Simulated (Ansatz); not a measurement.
Br⁻ ··· N2

The pair of Br⁻ (SMILES [Br-], atom 1) and N2 (SMILES N#N, atoms 2–3), both closed shells, in one local arrangement (a lower one may exist), relaxed at PBE0-D4/def2-TZVPD:

Br1  (0.160, -0.165, -2.523)
N2  (0.298, -0.307, 1.310)
N3  (-0.458, 0.472, 1.213)
(Å)

Program: Ansatz 0.2.0. Basis: def2-TZVPPD, with def2-QZVPPD for the basis limit. Cores are frozen in the correlated methods. Filled d shells of the heavier atoms are correlated. The def2 sets are not built for correlating such inner shells, so the correlated values are less sure here. B3LYP uses VWN-RPA correlation. Extrapolation: Hartree–Fock as exp(−7.88 √X), correlation as X^−2.97. Interaction energies count from these two fragments, frozen as in the pair, with the counterpoise correction; negative means bound.

(1) What is the interaction energy by CCSD(T) at an estimated basis limit (MP2 extrapolated from triple and quadruple zeta, plus CCSD(T) − MP2 in triple zeta)? (An estimate is asked for; the value comes from the calculation.)

T1 diagnostic: at most 0.014.

Results:

(1) The calculation gives: -7.5 kJ/mol. Hartree–Fock alone gives -2.1 kJ/mol at the basis limit. It counts from the two fragments frozen as in the pair.

The same quantity by other methods in triple zeta, and each one's difference from that estimate:
```csv
method,E_int (kJ/mol),difference
PBE-D4,-9.1,-1.6
revPBE-D4,-8.4,-0.9
BLYP-D4,-7.5,0.0
r2SCAN-D4,-7.8,-0.3
B97M-V,-7.7,-0.2
PBE0-D4,-8.1,-0.6
B3LYP-D4,-7.5,0.0
HSE06-D4,-8.2,-0.7
wB97X-V,-7.7,-0.2
wB97M-V,-7.4,0.1
B2PLYP,-5.2,2.3
HF,-2.0,5.5
MP2,-7.3,0.2
CCSD,-5.9,1.6
CCSD(T),-6.5,1.0
```
Differences are method less estimate.

Basis-set superposition shift (counterpoise-corrected less uncorrected): CCSD(T) 1.3; MP2 1.3; HF 0.1; PBE0-D4 0.2; wB97M-V 0.2 kJ/mol.

For scale, one of the runs: CCSD(T)/def2-TZVPPD, 131 basis functions, launched by `ansatz run in.yaml --threads 2 --pin off --events-out ev --progress --plain --max-ram 5222MiB`. The run took about 7.5 s on 2 CPU threads of an Arm Neoverse V1 (shared host).
